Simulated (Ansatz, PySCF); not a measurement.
ClF2H3Si2, SMILES Cl[SiH2][SiH](F)F. Atoms are numbered in the order given.

```xyz
8

Si    -1.2182    -0.2133     0.3466
F     -1.9766    -1.6438     0.3542
F     -1.8688     0.6654    -0.8449
Si     1.0434    -0.5612    -0.1369
Cl     1.9569     1.2901     0.0776
H     -1.4959     0.4719     1.6336
H      1.6596    -1.5196     0.8243
H      1.2337    -1.0498    -1.5313
```

Geometry optimised at PBE0-D3(BJ)/def2-SVP. This is a generated structure with no PubChem entry under its InChIKey; it may be hypothetical. The values are those of a single conformer.

Two levels are set side by side: PBE-D3(BJ)/def2-SVP (Ansatz, a first-principles code) and PBE0-D3(BJ)/def2-SVP (Ansatz). Each level has its own optimised geometry; the coordinates shown are those of the second. Frequencies come from the Hessian of PySCF at each geometry. Differences are taken from unrounded values.

```
quantity                            PBE0-D3(BJ)
----------------------------------  -----------
mean bond length (Å)                      1.731
bond Si1–F2 (Å)                           1.619
bond Si1–F3 (Å)                           1.617
bond Si1–Si4 (Å)                          2.339
bond Si4–Cl5 (Å)                          2.075
bond Si1–H6 (Å)                           1.484
bond Si4–H7 (Å)                           1.491
bond Si4–H8 (Å)                           1.490
highest harmonic wavenumber (cm⁻¹)         2284
mean harmonic wavenumber (cm⁻¹)             832
zero-point energy (kcal/mol)              21.40
```

**Question.** What does PBE-D3(BJ) give, and how far is it from PBE0-D3(BJ)? (The exact figures need the calculation; the answer reports its results.)

**Answer.** 
```json
[
 {"quantity": "mean bond length (Å)", "PBE-D3(BJ)": "1.744", "PBE-D3(BJ) minus PBE0-D3(BJ)": "0.013"},
 {"quantity": "bond Si1–F2 (Å)", "PBE-D3(BJ)": "1.635", "PBE-D3(BJ) minus PBE0-D3(BJ)": "0.016"},
 {"quantity": "bond Si1–F3 (Å)", "PBE-D3(BJ)": "1.633", "PBE-D3(BJ) minus PBE0-D3(BJ)": "0.016"},
 {"quantity": "bond Si1–Si4 (Å)", "PBE-D3(BJ)": "2.349", "PBE-D3(BJ) minus PBE0-D3(BJ)": "0.010"},
 {"quantity": "bond Si4–Cl5 (Å)", "PBE-D3(BJ)": "2.089", "PBE-D3(BJ) minus PBE0-D3(BJ)": "0.014"},
 {"quantity": "bond Si1–H6 (Å)", "PBE-D3(BJ)": "1.498", "PBE-D3(BJ) minus PBE0-D3(BJ)": "0.013"},
 {"quantity": "bond Si4–H7 (Å)", "PBE-D3(BJ)": "1.502", "PBE-D3(BJ) minus PBE0-D3(BJ)": "0.012"},
 {"quantity": "bond Si4–H8 (Å)", "PBE-D3(BJ)": "1.502", "PBE-D3(BJ) minus PBE0-D3(BJ)": "0.012"},
 {"quantity": "highest harmonic wavenumber (cm⁻¹)", "PBE-D3(BJ)": "2197", "PBE-D3(BJ) minus PBE0-D3(BJ)": "-87"},
 {"quantity": "mean harmonic wavenumber (cm⁻¹)", "PBE-D3(BJ)": "801", "PBE-D3(BJ) minus PBE0-D3(BJ)": "-31"},
 {"quantity": "zero-point energy (kcal/mol)", "PBE-D3(BJ)": "20.62", "PBE-D3(BJ) minus PBE0-D3(BJ)": "-0.79"}
]
```

Exact exchange shortens and stiffens bonds; PBE has none. Differences between two approximate levels are no errors against the true value.
